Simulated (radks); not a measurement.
Question: Lu56+, 15 electrons, occupied as [Ne] 3s2 3p3 (the NIST ground configuration). Method: non-relativistic Kohn-Sham, LDA (Slater exchange, Perdew-Wang correlation), spin-unpolarised, spherical densities, point nucleus; relativity is left out, which matters for an element this heavy; computed with a radial shooting solver on a logarithmic mesh with Libxc functionals. Some entries of the table are withheld. Estimate them.

orbital  occ.  eigenvalue (eV)  r(max) (bohr)  <1/r> (bohr^-1)
1s          2        -62634.47        0.01417            70.43
2s          2              (1)        0.07680            16.70
2p          6        -13174.65        0.05961              (2)
3s          2              (3)         0.2010              (4)
3p          3        -5392.203            (5)            6.975

Answer: 
(1) 2s eigenvalue (eV): -13532.73
(2) 2p <1/r> (bohr^-1): 16.69
(3) 3s eigenvalue (eV): -5526.799
(4) 3s <1/r> (bohr^-1): 7.017
(5) 3p r(max) (bohr): 0.1881
